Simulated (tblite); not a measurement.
Give a GFN2-xTB geometry of `[SiH3]c1ccccc1`.

```xyz
15
C6H8Si angstrom
Si     2.4736   -0.0190    0.2238
C      0.5954   -0.0123    0.0493
C     -0.1238   -1.1899   -0.1299
C     -1.5017   -1.1778   -0.2528
C     -2.1905    0.0216   -0.1979
C     -1.4930    1.2053   -0.0219
C     -0.1159    1.1838    0.1005
H      3.0668    0.7679   -0.8612
H      2.9499   -1.4015    0.1556
H      2.8425    0.5745    1.5124
H      0.4051   -2.1319   -0.1745
H     -2.0405   -2.1046   -0.3907
H     -3.2667    0.0348   -0.2932
H     -2.0261    2.1446    0.0208
H      0.4206    2.1127    0.2376
```

Orientation and origin are arbitrary. Atoms count from 1 in this order. The 6-membered ring C2–C3–C4–C5–C6–C7 has internal angles of 117.9° to 121.3°; it is planar, 0.00 Å rms from its mean plane, widest ring torsion 0°. Si1 (SiH3 silicon) is tetrahedral (angles from 108.8° to 110.0°). The 7 heavy atoms lie in one plane (0.001 Å rms).

Bonds between heavy atoms (Å): Si1–C2 1.886, C2–C3 1.392, C3–C4 1.383, C4–C5 1.384, C5–C6 1.385, C6–C7 1.383, C2–C7 1.393.

The geometry is computed with GFN2-xTB (gas phase).

Point group: Cs (every atom within 0.08 Å of its image). Its lowest GFN2-xTB frequency is 8 cm⁻¹, too small to tell a flat minimum from a shallow saddle.
